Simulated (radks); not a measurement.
Spherical quantum dot in the effective-mass picture: electrons in a parabolic well V = omega^2 r^2 / 2 with omega = 0.996, all in effective atomic units (hartree* = m*/eps^2 hartree, bohr* = eps/m* bohr), one dielectric constant everywhere. Method: non-relativistic Kohn-Sham, exchange-only LDA, spin-polarised, spherical densities; computed with a radial shooting solver with Libxc functionals. Levels are named by radial order and angular momentum (1s, 1p, 1d, 2s, ...), and open shells are averaged over m. Results are scaled to m* = 0.396 and eps = 9.2, for which hartree* = 127.3 meV and bohr* = 1.229 nm.

N = 22, configuration 1s2 1p6 1d10 2s2 1f(up 2, down 0). This is the lowest configuration that the search found. Occupied and some empty levels:

| level | occupation | eigenvalue (meV) | <r> (nm) |
|---|---|---|---|
| 1s up | 1 | 1406.5 | 2.145 |
| 1s down | 1 | 1408.6 | 2.121 |
| 1p up | 3 | 1460.5 | 2.647 |
| 1p down | 3 | 1463.8 | 2.632 |
| 1d up | 5 | 1523.3 | 3.000 |
| 1d down | 5 | 1527.3 | 2.992 |
| 2s up | 1 | 1540.8 | 2.573 |
| 2s down | 1 | 1543.6 | 2.582 |
| 1f up | 2 | 1593.5 | 3.280 |
| 1f down | 0 | 1597.9 | 3.277 |
| 2p up | 0 | 1619.0 | 2.902 |
| 2p down | 0 | 1621.8 | 2.906 |
| 1g up | 0 | 1670.2 | 3.518 |
| 1g down | 0 | 1674.7 | 3.519 |
| 2d up | 0 | 1701.1 | 3.201 |
| 2d down | 0 | 1704.0 | 3.203 |

Energy (meV): total 21396.3, kinetic 2452.0, external 7949.4, Hartree 12077, exchange-correlation -1081.9.

Electron density:

| r (nm) | n(r) (e/nm^3) |
|---|---|
| 0.265 | 0.1596 |
| 0.561 | 0.1475 |
| 0.857 | 0.1322 |
| 1.15 | 0.1193 |
| 1.45 | 0.1127 |
| 1.74 | 0.1127 |
| 2.04 | 0.1158 |
| 2.33 | 0.1165 |
| 2.63 | 0.1101 |
| 2.93 | 0.09502 |
| 3.22 | 0.07361 |
| 3.52 | 0.05044 |
| 3.81 | 0.03038 |
| 4.11 | 0.01593 |
| 4.40 | 0.007278 |
| 4.70 | 0.002887 |
| 5.00 | 0.0009899 |
| 5.29 | 0.0002964 |
| 5.59 | 0.00007669 |
| 5.88 | 0.00001740 |
